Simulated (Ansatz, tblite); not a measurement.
Cost and result up the ladder for Co(SH)2 (CoH2S2) (5 atoms). The state is a quartet with charge 0. Geometry: r2SCAN-D4/def2-TZVP.

```tsv
atom	x (Å)	y (Å)	z (Å)
Co1	-0.001	-0.002	-0.001
S2	-2.127	-0.276	0.265
H3	-2.102	-0.337	1.613
S4	2.125	0.277	-0.265
H5	2.105	0.338	-1.612
```

Ansatz on 4 threads of Arm Neoverse V2 on a shared host; xTB runs through tblite on one thread. Times are rough, summed over both states, and most runs start from the orbitals of an earlier one. PBE0-D4/def2-TZVP serves as the yardstick here, not as an exact answer. The other state is a quintet.

The xTB rows come from tblite. HOMO above LUMO, or a gap near zero within one spin, warns that the state may not be the lowest or that an electron is smeared out. The order of the spin states hangs on the level: the triplet lies 0.28 eV below the quintet at PBE-D4/def2-TZVP, but 0.91 eV above it at r2SCAN-D4/def2-TZVP. The triplet is doubtful at r2SCAN-D4/def2-TZVP (⟨S²⟩ 2.99, where a pure state has 2.00).

Raw xTB energies of ions are shifted by several eV, and xTB has no spin-polarisation term.

```
              level  functions  wall time
           GFN2-xTB         29    0.007 s
           GFN1-xTB         31    0.018 s
  PBE0-D4/def2-TZVP        131       12 s
   PBE-D4/def2-TZVP        131       14 s
r2SCAN-D4/def2-TZVP        131       27 s
```

(1) Estimate what each level gives for the vertical IE (eV).

## Answers

(1) 
```csv
level,vertical IE (eV),difference from PBE0-D4/def2-TZVP (eV),remarks
GFN2-xTB,13.77,4.35,–
GFN1-xTB,15.20,5.77,–
PBE0-D4/def2-TZVP,9.43,0.00,–
PBE-D4/def2-TZVP,9.05,-0.38,gap within one spin near zero (+1 quintet)
r2SCAN-D4/def2-TZVP,9.13,-0.29,–
```
